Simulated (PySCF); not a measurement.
C₄H₃S, SMILES s1cc[c]c1, multiplicity 2.

Geometry: B3LYP-D3(BJ)/def2-SVP. The isomer is the one that the SMILES or the coordinates give; other isomers of the formula were not compared.

Calculation: SMD-ωB97X/6-31G* run with PySCF.

Solvation free energies are E(SMD) − E(gas) at the gas-phase geometry, for 1 M in both phases. In vacuum the dipole moment is 0.55 D.

```tsv
solvent	ΔG(solv) (kcal/mol)	its non-electrostatic (CDS) part	dipole (D)
water	-0.7	3.1	0.78
1-octanol	-3.0	0.2	0.74
cyclohexanone	-3.7	-0.2	0.76
```
